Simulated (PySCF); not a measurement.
C₃H₁₀N, charge +1, singlet, geometry from GFN2-xTB; DF-HF/6-311G** run with PySCF.

Here is a job for PySCF.
```python
from pyscf import gto, scf

mol = gto.M(
    atom='''
N    -0.001457   -0.000790    0.349071
C    -0.006831    1.403606   -0.098896
C     1.219405   -0.695183   -0.098525
C    -1.211296   -0.707730   -0.108702
H    -0.002470    1.441351   -1.187098
H     0.873397    1.924963    0.272714
H    -0.895476    1.915832    0.265308
H     1.254596   -0.710204   -1.186717
H     1.229226   -1.720741    0.265951
H     2.105741   -0.184277    0.273087
H    -1.237217   -0.723067   -1.197150
H    -2.105939   -0.206018    0.255454
H    -1.213580   -1.733351    0.255724
H    -0.005745   -0.003113    1.375966
''',
    basis='6-311g**',
    charge=1,
    spin=0,
    verbose=4,
)

mf = scf.RHF(mol)
mf = mf.density_fit(auxbasis='def2-universal-jkfit')
mf.kernel()
mf.analyze()
```

Predict the main parts of the log of this PySCF run.


```
PySCF version 2.14.0

[INPUT] verbose = 4
[INPUT] num. atoms = 14
[INPUT] num. electrons = 34
[INPUT] charge = 1
[INPUT] spin (= nelec alpha-beta = 2S) = 0
[INPUT] symmetry False subgroup None
[INPUT] Mole.unit = angstrom
[INPUT] Symbol           X                Y                Z      unit          X                Y                Z       unit  Magmom
[INPUT]  1 N     -0.001457000000  -0.000790000000   0.349071000000 AA   -0.002753330963  -0.001492883638   0.659648588028 Bohr   0.0
[INPUT]  2 C     -0.006831000000   1.403606000000  -0.098896000000 AA   -0.012908719157   2.652430926796  -0.186886354815 Bohr   0.0
[INPUT]  3 C      1.219405000000  -0.695183000000  -0.098525000000 AA    2.304341484925  -1.313705476454  -0.186185266423 Bohr   0.0
[INPUT]  4 C     -1.211296000000  -0.707730000000  -0.108702000000 AA   -2.289017695781  -1.337415870138  -0.205417009192 Bohr   0.0
[INPUT]  5 H     -0.002470000000   1.441351000000  -1.187098000000 AA   -0.004667623528   2.723758639368  -2.243290103019 Bohr   0.0
[INPUT]  6 H      0.873397000000   1.924963000000   0.272714000000 AA    1.650481128017   3.637652869921   0.515354770335 Bohr   0.0
[INPUT]  7 H     -0.895476000000   1.915832000000   0.265308000000 AA   -1.692204391121   3.620397780678   0.501359458656 Bohr   0.0
[INPUT]  8 H      1.254596000000  -0.710204000000  -1.186717000000 AA    2.370842836975  -1.342091052571  -2.242570117365 Bohr   0.0
[INPUT]  9 H      1.229226000000  -1.720741000000   0.265951000000 AA    2.322900485195  -3.251729221310   0.502574552554 Bohr   0.0
[INPUT] 10 H      2.105741000000  -0.184277000000   0.273087000000 AA    3.979273779268  -0.348233061056   0.516059638179 Bohr   0.0
[INPUT] 11 H     -1.237217000000  -0.723067000000  -1.197150000000 AA   -2.338001286656  -1.366398599711  -2.262285630023 Bohr   0.0
[INPUT] 12 H     -2.105939000000  -0.206018000000   0.255454000000 AA   -3.979647945040  -0.389317596731   0.482738097425 Bohr   0.0
[INPUT] 13 H     -1.213580000000  -1.733351000000   0.255724000000 AA   -2.293333830250  -3.275558667741   0.483248323478 Bohr   0.0
[INPUT] 14 H     -0.005745000000  -0.003113000000   1.375966000000 AA   -0.010856476586  -0.005882717426   2.600198896713 Bohr   0.0

nuclear repulsion = 147.898764941049
number of shells = 72
number of NR pGTOs = 204
number of NR cGTOs = 132
basis = 6-311g**
ecp = {}

******** <class 'pyscf.df.df_jk.DFRHF'> ********
method = DFRHF
initial guess = minao
damping factor = 0
level_shift factor = 0
DIIS = <class 'pyscf.scf.diis.CDIIS'>
diis_start_cycle = 1
diis_space = 8
diis_damp = 0
SCF conv_tol = 1e-09
SCF conv_tol_grad = None
SCF max_cycles = 50
direct_scf = False
Set gradient conv threshold to 3.16228e-05
Initial guess from minao.
******** <class 'pyscf.df.df.DF'> ********
auxbasis = def2-universal-jkfit
init E= -174.584803108263
  HOMO = -0.395821776881705  LUMO = 0.0894822033129898  gap/eV = 13.20579
cycle= 1 E= -173.586897266162  delta_E= 0.998  |g|= 0.601  |ddm|= 2.36
  HOMO = -0.788307230569662  LUMO = -0.0971930750660519  gap/eV = 18.80617
cycle= 2 E= -173.674322153452  delta_E= -0.0874  |g|= 0.34  |ddm|= 0.638
  HOMO = -0.739400086395333  LUMO = -0.0518777396691945  gap/eV = 18.70844
cycle= 3 E= -173.697539311872  delta_E= -0.0232  |g|= 0.0544  |ddm|= 0.201
  HOMO = -0.734231645131103  LUMO = -0.0451171766954488  gap/eV = 18.75176
cycle= 4 E= -173.698514149055  delta_E= -0.000975  |g|= 0.0137  |ddm|= 0.0698
  HOMO = -0.737467764534847  LUMO = -0.0458203049923398  gap/eV = 18.82069
cycle= 5 E= -173.698560922365  delta_E= -4.68e-05  |g|= 0.00221  |ddm|= 0.0109
  HOMO = -0.73753290003071  LUMO = -0.0459552725058714  gap/eV = 18.81879
cycle= 6 E= -173.698562957644  delta_E= -2.04e-06  |g|= 0.000544  |ddm|= 0.00277
  HOMO = -0.737581902762978  LUMO = -0.0458845575423794  gap/eV = 18.82204
cycle= 7 E= -173.698563096017  delta_E= -1.38e-07  |g|= 0.000149  |ddm|= 0.000731
  HOMO = -0.737584685601573  LUMO = -0.0458734089914685  gap/eV = 18.82242
cycle= 8 E= -173.698563110228  delta_E= -1.42e-08  |g|= 2.54e-05  |ddm|= 0.000255
  HOMO = -0.737585244680607  LUMO = -0.0458714409448149  gap/eV = 18.82249
cycle= 9 E= -173.698563110612  delta_E= -3.84e-10  |g|= 2.63e-06  |ddm|= 4.59e-05
  HOMO = -0.737585135217123  LUMO = -0.0458713345286199  gap/eV = 18.82249
Extra cycle  E= -173.698563110614  delta_E= -2.05e-12  |g|= 9.14e-07  |ddm|= 4.99e-06
converged SCF energy = -173.698563110614
**** SCF Summaries ****
Total Energy =                        -173.698563110613975
Nuclear Repulsion Energy =             147.898764941049023
One-electron Energy =                 -518.267726086671928
Two-electron Energy =                  196.670398035008901
Two-electron Coulomb Energy =          222.218143571636546
DFT Exchange-Correlation Energy =      -25.547745536627644
HOMO-LUMO gap [eV] =                    18.822491245896195
**** MO energy ****
MO #1   energy= -15.8852164484036  occ= 2
MO #2   energy= -11.4627655022878  occ= 2
MO #3   energy= -11.4627654145495  occ= 2
MO #4   energy= -11.4627438473771  occ= 2
MO #5   energy= -1.53170327134655  occ= 2
MO #6   energy= -1.18789848063243  occ= 2
MO #7   energy= -1.18789837614521  occ= 2
MO #8   energy= -1.09169995626113  occ= 2
MO #9   energy= -0.94639198548704  occ= 2
MO #10  energy= -0.872302266049298 occ= 2
MO #11  energy= -0.872302159088823 occ= 2
MO #12  energy= -0.771395887124144 occ= 2
MO #13  energy= -0.771395612164137 occ= 2
MO #14  energy= -0.742774049287745 occ= 2
MO #15  energy= -0.738312961277761 occ= 2
MO #16  energy= -0.738312823316782 occ= 2
MO #17  energy= -0.737585135217123 occ= 2
MO #18  energy= -0.0458713345286199 occ= 0
MO #19  energy= 0.000159801608545984 occ= 0
MO #20  energy= 0.0211707209460342 occ= 0
MO #21  energy= 0.0211707283247358 occ= 0
MO #22  energy= 0.036401504321495  occ= 0
MO #23  energy= 0.0507743038500113 occ= 0
MO #24  energy= 0.0507744285233772 occ= 0
MO #25  energy= 0.0969643790080414 occ= 0
 ** Mulliken pop on meta-lowdin orthogonal AOs  **
 ** Mulliken pop  **
 ** Mulliken atomic charges  **
charge of    0N =     -0.00900
charge of    1C =     -0.17213
charge of    2C =     -0.17213
charge of    3C =     -0.17213
charge of    4H =      0.13798
charge of    5H =      0.13858
charge of    6H =      0.13858
charge of    7H =      0.13798
charge of    8H =      0.13858
charge of    9H =      0.13858
charge of   10H =      0.13798
charge of   11H =      0.13858
charge of   12H =      0.13858
charge of   13H =      0.27996

WARN: System has nonzero charge 1; the dipole moment is origin-dependent.
Location of origin: [0. 0. 0.]

Dipole moment(X, Y, Z, Debye): -0.00379, -0.00205,  0.90771
```
